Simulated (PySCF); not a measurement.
Electron affinity of Zr by level of theory

Zr⁻ [Kr] 4d3 5s2 (4F) → Zr [Kr] 4d2 5s2 (3F), as a difference of total energies. Computed with PySCF 2.14 in aug-cc-pwCVDZ-PP with ECP28MDF, with scalar relativity through the core potential. Correlated levels: valence: 4s2 4p6 frozen. The calculations carry no spin-orbit coupling.

| method | electron affinity (eV) |
| --- | --- |
| UHF | -0.220 |
| MP2 (valence) | -0.116 |
| SCS-MP2 (valence) | -0.469 |
| CCSD (valence) | 0.177 |
| CCSD(T) (valence) | 0.253 |

The reference lies between the lowest fine-structure levels, while these numbers refer to the centres of the terms.

Errors of the correlated levels include the incompleteness of this basis and the frozen core.

A negative affinity means that the anion lies above the atom at that level of theory.

The coupled-cluster amplitudes are large for Zr⁻ (T1 above 0.03 or a double amplitude above 0.15), so a single reference is strained.

For comparison: 0.433 eV (measured; photodetachment measurements, as compiled on the Wikipedia data page of electron affinities).
